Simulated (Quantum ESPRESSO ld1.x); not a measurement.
All-electron atom: Se II in [Ar] 3d10 4s2 4p2 4d1 (not the ground configuration).

All-electron calculation, scalar-relativistic Kohn-Sham, LDA (Slater exchange, Perdew-Wang correlation), spin-polarised, spherical densities, point nucleus; open shells are filled with parallel spins first. Program: ld1.x of Quantum ESPRESSO 7.5.

Energy parts (hartree):
part                      energy
total                 -2425.9702
kinetic                2474.7125
electron-nucleus      -5834.9993
Hartree                1018.4839
exchange-correlation    -84.1674

Orbitals (lengths in bohr, moments of r in powers of bohr; r(max) is where P^2 peaks):
orbital  occ.  eigenvalue (hartree)   r(max)
1s up       1              -459.322  0.02884
1s down     1              -459.317  0.02884
2s up       1              -59.5143   0.1647
2s down     1              -59.5103   0.1647
2p up       3              -52.4683   0.1317
2p down     3              -52.4632   0.1317
3s up       1              -8.35663   0.5028
3s down     1              -8.34935   0.5028
3p up       3              -6.15329   0.5004
3p down     3              -6.14497   0.5004
3d up       5              -2.50279   0.4512
3d down     5              -2.49108   0.4510
4s up       1              -1.13855    1.476
4s down     1              -1.06305    1.464
4p up       2              -0.70085    1.707
4p down     0              -0.62314    1.697
4d up       1              -0.20346    2.885
4d down     0              -0.15368    3.257

The highest occupied level is 4d up at -5.536 eV. The configuration is held as typed, so some empty levels lie below it. Summed over all electrons, <r^2> = 40.50 bohr^2, which gives a Langevin (diamagnetic) susceptibility term of -32.1 x 10^-6 cm^3/mol. Spin moment in Bohr magnetons: 3. The density falls to 0.001 e/bohr^3 at r = 4.34 bohr.
